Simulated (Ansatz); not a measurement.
Isomers of C$_{2}$H$_{7}$FSSi, relaxed with PBE0-D4/def2-TZVP in Ansatz; electronic energies, one conformer each and not always the lowest. Functionals use def2-TZVPP; CBS adds triple-zeta CCSD(T) − MP2 to the MP2 limit of def2-TZVPP and def2-QZVPP.

(1) Order them by energy at frozen-core CCSD(T)/CBS, lowest first. (Estimate.)
A. `CSC(F)[SiH3]`
B. `C[Si](C)(F)S`
C. `CC(F)S[SiH3]`

(2) How do B3LYP-D4, HF/CBS(def2), r2SCAN-D4, B3LYP place them (kcal/mol, against `C[Si](C)(F)S`)? (Best estimate.)

Results:

(1) B (0.0 kcal/mol), C (77.7 kcal/mol), A (98.5 kcal/mol).

(2) Ansatz gave: 
```json
{"isomer": "`CSC(F)[SiH3]`", "B3LYP-D4": "95.2", "HF/CBS(def2)": "99.1", "r2SCAN-D4": "97.8", "B3LYP": "94.7"}
{"isomer": "`CC(F)S[SiH3]`", "B3LYP-D4": "75.2", "HF/CBS(def2)": "77.2", "r2SCAN-D4": "77.0", "B3LYP": "75.2"}
```

B3LYP here is the variant with VWN-RPA as its local correlation; programs differ in this.
